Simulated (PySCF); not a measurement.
A structure optimised at PBE0-D3(BJ)/def2-SVP, used in a PySCF frequency run:

```
Si
H 1 1.4959
C 1 1.9014 2 109.70
H 3 1.1030 1 108.61 2 -49.00
H 3 1.1048 4 107.24 1 117.38
Si 3 1.8670 4 109.95 5 116.41
H 6 1.4903 3 112.35 4 -44.72
H 6 1.4910 7 109.78 3 122.86
Cl 6 2.0763 7 107.65 8 116.72
Si 1 2.3456 2 109.17 3 -119.73
H 10 1.4956 1 110.92 2 -59.25
H 10 1.4970 11 108.84 1 -122.39
H 10 1.4975 11 108.55 12 -117.61
Si 1 2.3490 2 108.83 3 121.85
H 14 1.4948 1 111.31 2 -55.98
H 14 1.4956 15 109.15 8 179.41
H 14 1.4971 15 108.75 16 -118.21
```
Charge 0, spin multiplicity 1.

Q: Write its SMILES and formula.

A: [SiH3][SiH]([SiH3])C[SiH2]Cl, CH11ClSi4

Q: What are its rotational constants (standard atomic weights)?

A: 1.7235, 0.61279, 0.53082 GHz
